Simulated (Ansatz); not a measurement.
Consider the formal exchange of groups at the Si–O bond: `[SiH3][O][InH2]` + `CN[SiH2]N` → `CN[SiH](N)[SiH3]` + `[OH][InH2]`.

Calculated with Ansatz (gas phase, PBE0-D4/def2-TZVP geometries, no zero-point term in ΔE). CCSD(T)/CBS adds triple-zeta CCSD(T) − MP2 to the extrapolated MP2 energy (def2 sets, frozen cores). Functionals use def2-TZVPP. Elements past krypton have def2 core potentials. For In outer-core shells are correlated without core-valence functions, which leaves a few kJ/mol of doubt a bond. One conformer a species, not always the lowest.

CCSD(T)/CBS gives +114.5 kJ/mol.

Problem. Another level gave +106.4 kJ/mol. Which?
A. PBE/def2-TZVPP
B. r2SCAN/def2-TZVPP
C. HF/def2-TZVPP
D. PBE0/def2-TZVPP

Solution. B. r2SCAN 106.4, PBE 85.0, HF/def2-TZVPP 147.4, PBE0 97.0 kJ/mol.

Largest T1 diagnostic among the species: 0.017.

The D4 term adds −4.4 kJ/mol with B3LYP and −2.8 kJ/mol with PBE0; it sums over pairs of atoms, weighted by their polarisabilities, and B3LYP, whose exchange is more repulsive, gets the larger term. In def2-TZVPP, CCSD(T) changes the Hartree–Fock value by −32.2 kJ/mol (the triples alone add −4.7 kJ/mol) and MP2 by −24.5 kJ/mol.

B3LYP here is the variant with VWN-RPA as its local correlation; programs differ in this.
